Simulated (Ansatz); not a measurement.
# Energy profile

The step: BNH₃F ([NH2][BH][F]) → BNHF ([NH][B][F]) + H₂; bonds formed: H2–H4; bonds broken: B1–H2, N3–H4 (atoms numbered as in the saddle structure below).

B1  (0.150, 0.295, 0.312)
H2  (1.355, -0.280, -0.208)
N3  (-0.812, -0.309, -0.365)
H4  (0.590, -0.637, -0.619)
F5  (0.533, 1.164, 1.226)
H6  (-1.816, -0.233, -0.346)
(Å)

Electronic energies by CCSD(T) at an estimated basis limit (MP2 extrapolated from triple and quadruple zeta, plus CCSD(T) − MP2 in triple zeta), on PBE0-D4/def2-TZVP structures; BNH$_{3}$F, singlet; no counterpoise correction. Ansatz 0.2.0; basis: def2-TZVPP and def2-QZVPP; cores frozen in the correlated methods. Extrapolation: Hartree–Fock as exp(−7.88 √X), correlation as X^−2.97.

(1) Give the profile in kcal/mol, counted from the start structure. (To be estimated.)

The T1 diagnostic stays at or below 0.015.

## Answers

(1) The calculation gives:
```json
{"point": "start structure", "kcal/mol": "0.00"}
{"point": "saddle", "kcal/mol": "82.02"}
{"point": "end structure", "kcal/mol": "51.89"}
{"point": "separated: BNHF (linked as [NH][B][F]; B1, N3, F5, H6; singlet) + H$_{2}$ (H2, H4; singlet)", "kcal/mol": "52.34"}
```

For scale, one of the runs: CCSD(T)/def2-TZVPP, 135 basis functions, launched by `ansatz run in.yaml --threads 2 --pin off --events-out ev --progress --plain --max-ram 4352MiB`. Hardware: 2 CPU threads of an Arm Neoverse V2, shared host. Wall time 8.5 s; peak host memory 0.75 GiB.
